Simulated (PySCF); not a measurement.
# Structure from NMR data

Molecular formula: C₄H₁₀O₄Si. Simulated spectra:

1H NMR (400 MHz, computed): δ 4.56 (s, 2H), 4.56 (s, 2H), 4.13 (s, 3H), 3.99 (s, 3H).

13C{1H} NMR (computed): δ 181.0 (C), 66.1 (CH2), 54.3 (CH3), 53.7 (CH3).

[PySCF: geometry from GFN2-xTB; NMR shieldings at PBE0/pcSseg-1/GIAO; no solvent model; no relativistic terms; averaged over atoms made equivalent by symmetry, fast rotation or ring inversion; single conformer]

References, each an isolated molecule treated in the same way: TMS for 1H, 13C.

Propose a structure and justify it.

Results:


- The formula gives 1 degree of unsaturation (no ring in the answer).
- 4 carbon signals for 4 carbons: no two carbons are equivalent.
- Carbon types of the structure: 1 × C, 1 × CH2, 2 × CH3, leaving 2 H on heteroatoms.
- δC 181.0: ester carbonyl carbon; it is a carbonyl in resonance with an O or N lone pair, the region of acids, esters and amides.
- δC 66.1: sp3 CH2 bonded to O, α to a carbonyl; the inductive effect lowers its shielding.
- δC 54.3, 53.7: methyl carbon bonded to O; deshielded by the electronegative neighbour.
- δH 4.56: hydrogen on a silicon bonded to 2 O.
- δH 4.56: hydrogen on an sp3 CH2 bonded to O, α to a carbonyl; its carbon carries O, which withdraws density.
- δH 4.13, 3.99: hydrogen on a methyl carbon bonded to O; its carbon carries O, an electronegative neighbour.

Structure: `CO[SiH2]OCC(=O)OC`.

The shifts were computed for this structure.

Shifts are as computed. Against solution values, carbons near 30 ppm lie about +3 ppm off and those near 130 ppm about +5 ppm. Of 1211 compounds with measured shifts, 218 miss one by over three times the rms of a fit or turn the order of signals round; such compounds aren't used in these exercises. No couplings were computed; multiplicities are counted from neighbouring protons, with m where these are inequivalent, close in shift, in a saturated or five-membered ring or joined by F or P, and br s for small geminal =CH2 splittings.
